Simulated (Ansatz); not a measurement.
A structure relaxed at r2SCAN-D4/def2-TZVPD in Ansatz, charge -1, doublet:

Cartesian coordinates in Å:
```
Cu 0.875 0.968 0.115
Cu -0.088 -1.287 -0.228
O -0.787 0.319 0.112
```

Give its formula and point group.

Cu2O⁻ (the lowest doublet isomer of a short search). Point group C2v (tolerance 0.1 Å).

Summarise the bond lengths by kind (pairs closer than 1.2 times the sum of covalent radii, bridged metal pairs left out).

2 × Cu–O 1.78 Å.

The highest occupied level of the charge -1 doublet lies above zero (up to 0.71 eV). By energy differences its removal costs 1.31 eV (vertical, to the charge 0 singlet, at r2SCAN-D4/def2-TZVPD); a positive level beside a positive removal energy at the same level points to self-interaction error. The relaxation made no stability test and no search for a lower SCF solution. The structure comes from a short search, and lower isomers may exist.
